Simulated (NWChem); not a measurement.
System: H2SeO2; SMILES O[Se]O

```xyz
5

Se     0.3991    -0.0105     0.0000
O     -0.7248    -0.0808    -1.3936
H     -0.9860     0.8248    -1.6068
O     -0.7248    -0.0808     1.3936
H     -0.9860     0.8248     1.6068
```
Atoms are numbered in this order, from 1.

All runs: NWChem. Geometry: optimised at PBE0/def2-SVP. Ions are spin-unrestricted doublets at the neutral geometry; other ion states weren't tried.

Problem. Estimate the computed values for PBE/aug-cc-pVDZ. Quantities: vertical ionisation energy, ΔSCF (eV); −ε(HOMO) (eV).

Solution. 
```yaml
vertical ionisation energy, ΔSCF (eV): 9.01
"−ε(HOMO) (eV)": 5.38
```
